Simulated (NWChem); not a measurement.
Molecule: SiHOBr, singlet; SMILES O[Si]Br

```xyz
4

Si     0.6097     1.1670     0.0000
Br     0.0214    -1.0357     0.0000
O     -0.9319     1.8523     0.0000
H     -0.9035     2.8296     0.0000
```
Atoms are numbered in this order, from 1.

Level: PBE-D3(BJ)/def2-SVP (NWChem), optimised geometry, unscaled harmonic frequencies. Low-valent species are run as closed-shell singlets; no triplet was tried in these runs. This build's default masses of Se (78.918 u) and Br (79.917 u) are each other's, which moves their modes by up to 0.6 %.

| frequency (cm⁻¹) | IR intensity (km/mol) |
|---|---|
| 214 | 0.3 |
| 401 | 90.0 |
| 471 | 91.1 |
| 770 | 179.2 |
| 828 | 56.4 |
| 3702 | 110.8 |

The zero-point energy comes out as 9.1 kcal/mol and the thermal correction to the enthalpy at 298.15 K (with zero-point energy) comes out as 12.3 kcal/mol. The heat capacity Cv is 11.9 cal/(mol K). The entropy at 298.15 K and 1 atm (symmetry number 1) comes out as 69.7 cal/(mol K). The dipole moment is 2.61 D.

Rigid rotor and harmonic oscillator.
